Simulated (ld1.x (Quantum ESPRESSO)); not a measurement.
# How hard is this thallium TM potential?

ld1.x (Quantum ESPRESSO) 7.5 input, shortened:

```
&input
   title='Tl', zed=81., rel=0, dft='PBE', iswitch=3,
   config='[Xe] 4f14 5d10 6s2 6p0'
 /
 &inputp
   pseudotype=2, tm=.true., lloc=0,
   nlcc=.true., rcore=1.25
 /
3
6P  2  1   0.00   0.00  2.60  2.60  0.0
5D  3  2  10.00   0.00  1.85  1.85  0.0
6S  1  0   2.00   0.00  1.75  1.75  0.0
 &test
   configts(1)='5d10 6s2 6p0'
 /
```

The pseudo-atom Hamiltonian at the reference potential is diagonalised in spherical Bessel functions j_l(qr) that vanish at 20 bohr, with q² up to the cutoff. All-electron valence levels (Ry): 6p -0.6069, 5d -1.8620, 6s -1.0180.

Task: How do the lowest levels (Ry) of each channel move with the cutoff, and are there ghosts?

Result:

```csv
cutoff (Ry),p #1,p #2,d #1,s #1,s #2,f #1,f #2,Σ f·Δε (mRy)
8,-0.6041,-0.1655,-0.4359,-0.9366,-0.2390,-0.0568,0.0352,14423.8
15,-0.6065,-0.1664,-0.8256,-0.9657,-0.2456,-0.0568,0.0351,10468.8
21,-0.6068,-0.1665,-1.4185,-1.0059,-0.2570,-0.0568,0.0350,4458.9
35,-0.6069,-0.1666,-1.8268,-1.0149,-0.2618,-0.0568,0.0350,358.3
50,-0.6069,-0.1666,-1.8614,-1.0162,-0.2618,-0.0568,0.0350,8.9
70,-0.6069,-0.1666,-1.8618,-1.0171,-0.2620,-0.0568,0.0350,3.1
90,-0.6069,-0.1666,-1.8619,-1.0175,-0.2621,-0.0568,0.0350,1.4
120,-0.6069,-0.1666,-1.8620,-1.0179,-0.2621,-0.0568,0.0350,0.2
400,-0.6069,-0.1666,-1.8620,-1.0180,-0.2622,-0.0568,0.0350,0.0
```

Result: no extra level below or beside the all-electron valence levels (p, d, s, f tested); 10 mRy is reached at 50 Ry and 1 mRy at 100 Ry.
